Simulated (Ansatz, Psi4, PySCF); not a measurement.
C$_{2}$H$_{6}$N (SMILES [CH2-]CN), charge -1, singlet, at a GFN2-xTB geometry (in this run its highest filled SCF level lies above zero, so its values depend strongly on the basis, on diffuse functions most of all). Base run: B3LYP5/6-311G** (PySCF).

Input for PySCF:
```python
from pyscf import gto, scf, dft

mol = gto.Mole()
mol.atom = '''
    C     1.34206891   -0.30342750   -0.00661096
    C     0.14876589    0.55092354   -0.00453656
    N    -1.30721820   -0.07433856    0.00884616
    H     1.32777328   -0.97632740    0.89192972
    H     1.31633528   -0.98796197   -0.89606266
    H     0.10851373    1.19267402   -0.89918986
    H     0.11990906    1.20426517    0.88213160
    H    -1.32833243   -0.69336521    0.82186557
    H    -1.33868028   -0.70389088   -0.79571234
'''
mol.basis = '6-311g**'
mol.charge = -1
mol.verbose = 3
mol.build()

mf = dft.RKS(mol)
mf.xc = 'b3lyp5'
mf.kernel()
```

The same geometry, method and basis name were run in Ansatz (an electronic-structure program) and Psi4 and PySCF, at each program's defaults and at the settings that a row names. The base is PySCF at its defaults. Differences at the defaults can come from grids, fitting, cores and function types together.

| code and settings | ΔE vs base (µEh) | basis functions | E (Eh) | SCF cycles |
|---|---|---|---|---|
| PySCF, defaults (exact integrals, its default grid, spherical functions) | 0.0 | 90 | -134.43756 | 11 |
| Psi4, defaults (density fitting with its default set, its default grid, spherical functions) | -42.5 | 90 | -134.43760 | 10 |
| Ansatz, defaults (factorised integrals, its default grid, spherical functions) | 7.3 | 90 | -134.43755 | - |
| PySCF, density fitting with def2-universal-jkfit | -66.3 | 90 | -134.43762 | 11 |
| PySCF, fine grid | 10.2 | 90 | -134.43755 | 11 |
| Psi4, exact integrals, spherical functions, fine grid | 10.3 | 90 | -134.43755 | 12 |
| Ansatz, high accuracy | 10.5 | 90 | -134.43754 | - |
